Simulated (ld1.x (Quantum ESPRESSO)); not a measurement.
## Configuration tests for tungsten (W) (TM)

| Item | Value |
| --- | --- |
| Element | W |
| Generator | ld1.x (Quantum ESPRESSO) 7.5 |
| Type | norm-conserving Troullier–Martins (Kleinman–Bylander form) |
| Functional | PBE |
| Relativity | fully relativistic |
| Frozen core | [Xe] 4f14 |
| Valence charge | 6 |
| Reference configuration | 5d4 6s2 6p0 |
| Partial waves | 6s (bound): rc 1.95 bohr; 6p (bound, empty): rc 2.55 bohr; 5d (bound): rc 1.95 bohr |
| Local potential | all-electron potential smoothed inside 2.40 bohr (lloc = -2) |
| Core correction | a·sin(br)/r model core, default radius (core density twice the valence density) |

Open shells are filled in proportion to 2j + 1 (rel_dist='average').

Energies are relative to the spin-unpolarised reference configuration 5d4 6s2 6p0; without spin polarisation the order of configurations can differ from experiment. The frozen-core shift is the all-electron ΔE with the core orbitals held at their reference shape minus the fully relaxed ΔE.

(1) Give the all-electron excitation energy and the error of the potential for: 5d4 6s1 6p0; 5d4 6s0 6p0; 5d3 6s0 6p0; 5d5 6s1 6p0; 5d4 6s0 6p2; 5d5 6s0 6p0; 5d4 6s1.5 6p0.

Levels in the configuration 5d5 6s1 6p0:

| level | all-electron (eV) | pseudo (eV) |
| --- | --- | --- |
| 5d j=3/2 | -3.737 | -3.708 |
| 5d j=5/2 | -3.071 | -3.050 |
| 6s j=1/2 | -5.154 | -5.186 |

Results:

(1)

```json
{"valence configuration": "5d4 6s1 6p0", "charge": "+1", "ΔE all-electron (eV)": "8.888", "error AE − PS (meV)": "-1.7", "frozen-core shift (meV)": "+1.6"}
{"valence configuration": "5d4 6s0 6p0", "charge": "+2", "ΔE all-electron (eV)": "24.570", "error AE − PS (meV)": "-24", "frozen-core shift (meV)": "+11"}
{"valence configuration": "5d3 6s0 6p0", "charge": "+3", "ΔE all-electron (eV)": "49.942", "error AE − PS (meV)": "-176", "frozen-core shift (meV)": "+175"}
{"valence configuration": "5d5 6s1 6p0", "charge": "0", "ΔE all-electron (eV)": "1.533", "error AE − PS (meV)": "-28", "frozen-core shift (meV)": "+22"}
{"valence configuration": "5d4 6s0 6p2", "charge": "0", "ΔE all-electron (eV)": "9.175", "error AE − PS (meV)": "+1.2", "frozen-core shift (meV)": "+4.2"}
{"valence configuration": "5d5 6s0 6p0", "charge": "+1", "ΔE all-electron (eV)": "9.696", "error AE − PS (meV)": "-60", "frozen-core shift (meV)": "+33"}
{"valence configuration": "5d4 6s1.5 6p0", "charge": "+0.5", "ΔE all-electron (eV)": "3.636", "error AE − PS (meV)": "-0.3", "frozen-core shift (meV)": "+0.3"}
```
